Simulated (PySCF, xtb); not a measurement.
B(H)(Br)(vinyl) (C₂H₄BBr), SMILES C=CBBr. The values are those of a single conformer.

Harmonic wavenumbers (cm⁻¹) from xtb 6.7.1 with GFN2-xTB at its own minimum, in rising order: 114, 180, 431, 465, 691, 720, 937, 941, 1007, 1036, 1152, 1302, 1413, 1631, 2634, 3031, 3078, 3104.

### Question
What does PySCF with B3LYP-D3(BJ)/def2-SVP give at its own minimum? (An estimate is asked for; the answer gives what the named calculation found.)

### Answer
127, 187, 452, 474, 670, 835, 933, 1006, 1029, 1045, 1175, 1302, 1429, 1666, 2649, 3123, 3134, 3222. Paired by order, the mean absolute difference is 36 cm⁻¹ and the zero-point energies are 34.1 and 35.0 kcal/mol.
